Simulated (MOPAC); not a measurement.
Job for MOPAC: PM3 on C4H12 (a complex).

```
PM3 1SCF PRECISE CHARGE=0 THREADS=1
C4H12

C      0.01762363 1     0.15924781 1     0.17468270 1
H      0.11246673 1     0.26709414 1    -0.90488551 1
H     -0.89601535 1    -0.38639794 1     0.40612942 1
H      0.87463858 1    -0.38907786 1     0.56258783 1
H     -0.02230556 1     1.14428219 1     0.63701222 1
C      0.41822768 1    -1.29513750 1     3.82847301 1
C      0.48756521 1     0.22384982 1     3.96027217 1
C     -0.89035242 1     0.88010576 1     3.94891877 1
H      1.41302508 1    -1.74486521 1     3.83521600 1
H     -0.15180665 1    -1.73423993 1     4.65110200 1
H     -0.07255010 1    -1.58470716 1     2.89640805 1
H      1.09145750 1     0.63233485 1     3.14516759 1
H      1.00843263 1     0.48589028 1     4.88606634 1
H     -0.81918763 1     1.96558257 1     4.04165850 1
H     -1.42113932 1     0.65870204 1     3.02011425 1
H     -1.50538299 1     0.51446837 1     4.77506803 1
```

The log:

```
*******************************************************************************
 **                                                                           **
 **                              MOPAC v23.2.5                                **
 **                                                                           **
 *******************************************************************************
 ** MOPAC's Digital Object Identifier: https://doi.org/10.5281/zenodo.6511958 **
 **                                                                           **
 ** Please cite the open-source release paper for use of this MOPAC version:  **
 ** J. E. Moussa and J. J. P. Stewart (2026)                                  **
 ** MOPAC: An open-source semiempirical molecular orbital program             **
 ** J. Open Source Softw., 11(119), 8025, https://doi.org/10.21105/joss.08025 **
 *******************************************************************************

                              PM3 CALCULATION RESULTS

 *******************************************************************************
 *  PM3        - The PM3 Hamiltonian to be used
 *
 *
 *
 *                 CHARGE ON SYSTEM = 0
 *
 *
 *
 *  PRECISE    - TIGHTER CRITERIA TO BE USED
 *  1SCF       - DO 1 SCF AND THEN STOP
 *  THREADS=1  - MULTI-THREADING NOT USED
 *  T=         - A TIME OF 172800.0 SECONDS REQUESTED
 *  DUMP=N     - RESTART FILE WRITTEN EVERY 7200.0 SECONDS REQUESTED
 *******************************************************************************
PM3 1SCF PRECISE CHARGE=0 THREADS=1
 C4H12

   ATOM   CHEMICAL          X               Y               Z
  NUMBER   SYMBOL      (ANGSTROMS)     (ANGSTROMS)     (ANGSTROMS)

     1       C          0.01762363  *   0.15924781  *   0.17468270  *
     2       H          0.11246673  *   0.26709414  *  -0.90488551  *
     3       H         -0.89601535  *  -0.38639794  *   0.40612942  *
     4       H          0.87463858  *  -0.38907786  *   0.56258783  *
     5       H         -0.02230556  *   1.14428219  *   0.63701222  *
     6       C          0.41822768  *  -1.29513750  *   3.82847301  *
     7       C          0.48756521  *   0.22384982  *   3.96027217  *
     8       C         -0.89035242  *   0.88010576  *   3.94891877  *
     9       H          1.41302508  *  -1.74486521  *   3.83521600  *
    10       H         -0.15180665  *  -1.73423993  *   4.65110200  *
    11       H         -0.07255010  *  -1.58470716  *   2.89640805  *
    12       H          1.09145750  *   0.63233485  *   3.14516759  *
    13       H          1.00843263  *   0.48589028  *   4.88606634  *
    14       H         -0.81918763  *   1.96558257  *   4.04165850  *
    15       H         -1.42113932  *   0.65870204  *   3.02011425  *
    16       H         -1.50538299  *   0.51446837  *   4.77506803  *



          CARTESIAN COORDINATES

    NO.       ATOM           X           Y           Z

     1         C          0.0176      0.1592      0.1747
     2         H          0.1125      0.2671     -0.9049
     3         H         -0.8960     -0.3864      0.4061
     4         H          0.8746     -0.3891      0.5626
     5         H         -0.0223      1.1443      0.6370
     6         C          0.4182     -1.2951      3.8285
     7         C          0.4876      0.2238      3.9603
     8         C         -0.8904      0.8801      3.9489
     9         H          1.4130     -1.7449      3.8352
    10         H         -0.1518     -1.7342      4.6511
    11         H         -0.0726     -1.5847      2.8964
    12         H          1.0915      0.6323      3.1452
    13         H          1.0084      0.4859      4.8861
    14         H         -0.8192      1.9656      4.0417
    15         H         -1.4211      0.6587      3.0201
    16         H         -1.5054      0.5145      4.7751

  H: (PM3): J. J. P. STEWART, J. COMP. CHEM. 10, 209 (1989).
  C: (PM3): J. J. P. STEWART, J. COMP. CHEM. 10, 209 (1989).

           Empirical Formula: C4 H12  =    16 atoms



      MOLECULAR POINT GROUP   :   Cs


      RHF CALCULATION, NO. OF DOUBLY OCCUPIED LEVELS = 14


 -------------------------------------------------------------------------------
 PM3 1SCF PRECISE CHARGE=0 THREADS=1
 C4H12



     1SCF WAS SPECIFIED, SO BFGS WAS NOT USED
     SCF FIELD WAS ACHIEVED


                              PM3 CALCULATION
                                                       MOPAC v23.2.5 Linux




          FINAL HEAT OF FORMATION =        -37.18417 KCAL/MOL =    -155.57856 KJ/MOL


          COSMO AREA              =        135.66 SQUARE ANGSTROMS
          COSMO VOLUME            =        122.68 CUBIC ANGSTROMS

          IONIZATION POTENTIAL    =         11.569634 EV
          HOMO LUMO ENERGIES (EV) =        -11.570  3.667
          NO. OF FILLED LEVELS    =         14
          MOLECULAR WEIGHT        =         60.1388         POINT GROUP:  Cs

          MOLECULAR DIMENSIONS (Angstroms)

            Atom       Atom       Distance
            H    10    H     2     5.91136
            H    14    H     9     4.22690
            H    13    H     3     3.01059


          SCF CALCULATIONS        =          1





   ATOM   CHEMICAL          X               Y               Z
  NUMBER   SYMBOL      (ANGSTROMS)     (ANGSTROMS)     (ANGSTROMS)

     1       C          0.01762363  *   0.15924781  *   0.17468270  *
     2       H          0.11246673  *   0.26709414  *  -0.90488551  *
     3       H         -0.89601535  *  -0.38639794  *   0.40612942  *
     4       H          0.87463858  *  -0.38907786  *   0.56258783  *
     5       H         -0.02230556  *   1.14428219  *   0.63701222  *
     6       C          0.41822768  *  -1.29513750  *   3.82847301  *
     7       C          0.48756521  *   0.22384982  *   3.96027217  *
     8       C         -0.89035242  *   0.88010576  *   3.94891877  *
     9       H          1.41302508  *  -1.74486521  *   3.83521600  *
    10       H         -0.15180665  *  -1.73423993  *   4.65110200  *
    11       H         -0.07255010  *  -1.58470716  *   2.89640805  *
    12       H          1.09145750  *   0.63233485  *   3.14516759  *
    13       H          1.00843263  *   0.48589028  *   4.88606634  *
    14       H         -0.81918763  *   1.96558257  *   4.04165850  *
    15       H         -1.42113932  *   0.65870204  *   3.02011425  *
    16       H         -1.50538299  *   0.51446837  *   4.77506803  *

                             CARTESIAN COORDINATES

   1    C        0.017623630     0.159247810     0.174682700
   2    H        0.112466730     0.267094140    -0.904885510
   3    H       -0.896015350    -0.386397940     0.406129420
   4    H        0.874638580    -0.389077860     0.562587830
   5    H       -0.022305560     1.144282190     0.637012220
   6    C        0.418227680    -1.295137500     3.828473010
   7    C        0.487565210     0.223849820     3.960272170
   8    C       -0.890352420     0.880105760     3.948918770
   9    H        1.413025080    -1.744865210     3.835216000
  10    H       -0.151806650    -1.734239930     4.651102000
  11    H       -0.072550100    -1.584707160     2.896408050
  12    H        1.091457500     0.632334850     3.145167590
  13    H        1.008432630     0.485890280     4.886066340
  14    H       -0.819187630     1.965582570     4.041658500
  15    H       -1.421139320     0.658702040     3.020114250
  16    H       -1.505382990     0.514468370     4.775068030


           Empirical Formula: C4 H12  =    16 atoms



      MOLECULAR POINT GROUP   :   Cs


                  EIGENVALUES
 -36.62860 -29.79288 -27.22025 -21.21981 -16.03979 -15.34892 -14.19788 -13.69326
 -13.63477 -13.59853 -13.09054 -12.48075 -12.22892 -11.56963   3.66712   3.88134
   4.06118   4.11633   4.21585   4.49179   4.49780   4.54000   4.58928   4.59786
   4.60637   4.99957   5.07464   5.07911


              NET ATOMIC CHARGES AND DIPOLE CONTRIBUTIONS

  ATOM NO.   TYPE          CHARGE      No. of ELECS.   s-Pop       p-Pop
    1          C          -0.116354        4.1164     1.11361     3.00275
    2          H           0.028263        0.9717     0.97174
    3          H           0.029011        0.9710     0.97099
    4          H           0.029997        0.9700     0.97000
    5          H           0.029926        0.9701     0.97007
    6          C          -0.110418        4.1104     1.13882     2.97160
    7          C          -0.096798        4.0968     1.15611     2.94069
    8          C          -0.110444        4.1104     1.13882     2.97162
    9          H           0.037575        0.9624     0.96242
   10          H           0.037112        0.9629     0.96289
   11          H           0.038238        0.9618     0.96176
   12          H           0.046046        0.9540     0.95395
   13          H           0.044900        0.9551     0.95510
   14          H           0.037575        0.9624     0.96243
   15          H           0.038252        0.9617     0.96175
   16          H           0.037119        0.9629     0.96288
 DIPOLE           X         Y         Z       TOTAL
 POINT-CHG.     0.023     0.015    -0.020     0.034
 HYBRID        -0.020    -0.012     0.003     0.023
 SUM            0.004     0.003    -0.017     0.018


          ATOMIC ORBITAL ELECTRON POPULATIONS

     Atom    s        px        py        pz
    1  C   1.11361   1.00112   1.00134   1.00028
    2  H   0.97174
    3  H   0.97099
    4  H   0.97000
    5  H   0.97007
    6  C   1.13882   1.00742   0.95445   1.00973
    7  C   1.15611   0.97053   0.95625   1.01391
    8  C   1.13882   0.96635   0.99518   1.01009
    9  H   0.96242
   10  H   0.96289
   11  H   0.96176
   12  H   0.95395
   13  H   0.95510
   14  H   0.96243
   15  H   0.96175
   16  H   0.96288

 **********************
 *                    *
 * JOB ENDED NORMALLY *
 *                    *
 **********************




 == MOPAC DONE ==
```

The run finished.

Cost: roughly 0.020 core-seconds.
